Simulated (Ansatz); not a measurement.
Relaxation of the cluster Mn₃ with UKS PBE0-D4/def2-TZVP.

```sh
$ ansatz run in.yaml --threads 4 --pin off --events-out ev --progress --plain --max-ram 3916MiB
```

```yaml
crystal:
  periodic: [false, false, false]
  atoms:
    - {symbol: Mn, position_ang: [1.390860, -0.419170, 0.454880]}
    - {symbol: Mn, position_ang: [-0.254700, 1.423600, -0.496610]}
    - {symbol: Mn, position_ang: [-1.136160, -1.004440, 0.041730]}
basis:
  gaussian: {orbitals: def2-TZVP}
magnetization: {spin_polarized: true, initial_magnetization: 11}
hamiltonian: {xc: pbe0, dispersion: d4}
scf: {lower_state_search: "off"}
output: {orbitals: {seedname: orbitals}}
relax: {f_tol: 0.02, max_steps: 100}
```

Run time 8.5 s (4 threads of AMD EPYC 9B14 on a shared host).

Positions (Å) and forces (eV/Å) at steps 1, 2, 3 of 3:

```xyz
3
step=1 energy=-93940.7009 eV
Mn    1.391   -0.419    0.455   -0.783    0.269   -0.266
Mn   -0.255    1.424   -0.497    0.164   -0.840    0.296
Mn   -1.136   -1.004    0.042    0.619    0.571   -0.030
3
step=2 energy=-93940.7978 eV
Mn    1.321   -0.390    0.429    0.142   -0.055    0.050
Mn   -0.236    1.344   -0.468   -0.037    0.152   -0.055
Mn   -1.085   -0.954    0.038   -0.105   -0.096    0.005
3
step=3 energy=-93940.8001 eV
Mn    1.330   -0.394    0.433   -0.001    0.000    0.000
Mn   -0.239    1.353   -0.471    0.000   -0.002    0.000
Mn   -1.091   -0.959    0.039    0.001    0.001    0.000
```

The charge 0 multiplicity 12 is spin-contaminated (final ⟨S²⟩ up to 37.74, 35.75 for a pure state). The relaxation made no stability test and no search for a lower SCF solution. At PBE0-D4/def2-TZVP a octet of charge 0 lies 1.03 eV below the multiplicity 12, each at its own geometry. That octet is doubtful there (⟨S²⟩ 20.09, where a pure state has 15.75). The structure comes from a short search, and lower isomers may exist.
